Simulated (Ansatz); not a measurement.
## Reading a saddle point

A first-order saddle point of CH9GeN, singlet, PBE0-D4/def2-TZVP, with one imaginary mode of 1215i cm⁻¹:

```tsv
atom	x (Å)	y (Å)	z (Å)
Ge1	-0.7238	-0.0930	0.0297
N2	0.5924	-0.9350	1.2904
H3	-1.2606	-1.4847	-0.4803
H4	-1.9208	0.5248	0.7625
C5	0.0317	0.7508	-1.5539
H6	0.7798	0.1993	1.4966
H7	0.3918	1.2749	1.1192
H8	0.1965	-1.4977	2.0378
H9	1.3497	-1.4463	0.8468
H10	0.0698	1.8294	-1.4157
H11	1.0507	0.3865	-1.6976
H12	-0.5574	0.4910	-2.4357
```

Ansatz 0.2.0; basis: def2-TZVPP and def2-QZVPP; cores frozen in the correlated methods. Filled d shells of the heavier atoms are correlated. The def2 sets are not built for correlating such inner shells, so the correlated values are less sure here. Extrapolation: Hartree–Fock as exp(−7.88 √X), correlation as X^−2.97.

Problem. Which contacts change along the imaginary mode, and what lies on either side? (Judge from chemistry; the calculation decides.)

Solution. Computed: The step is CH₇GeN ([CH3][GeH2][NH2]) + H₂ → CH₆Ge ([CH3][GeH3]) + NH₃, with the molecules in contact on both sides. Shortening one way: Ge1–H7, N2–H6; lengthening the same way: Ge1–N2, H6–H7.
| pair | one side (Å) | saddle (Å) | other side (Å) |
| --- | --- | --- | --- |
| Ge1–H7 | 4.18 | 2.07 | 1.54 |
| N2–H6 | 2.64 | 1.17 | 1.01 |
| Ge1–N2 | 1.85 | 2.01 | 3.48 |
| H6–H7 | 0.75 | 1.20 | 2.92 |

Problem. Which side is lower, and how far does the saddle lie above each? (To be estimated.)

Solution. Computed: The side with Ge1–H7, N2–H6 short is lower by 5.82 kcal/mol; the saddle lies 54.60 kcal/mol above it and 48.78 kcal/mol above the other (CCSD(T) at an estimated basis limit (MP2 extrapolated from triple and quadruple zeta, plus CCSD(T) − MP2 in triple zeta); electronic energies).

No T1 diagnostic of these runs exceeds 0.012.

Labels in which every atom is bracketed show which atoms are joined, not bond orders.

For scale, one of the runs: CCSD(T)/def2-TZVPP, 236 basis functions, launched by `ansatz run in.yaml --threads 4 --pin off --events-out ev --progress --plain --max-ram 9574MiB`. The run took 2.2 min on 4 CPU threads of an Arm Neoverse V2 (shared host), with 4.4 GiB of host memory at its peak.
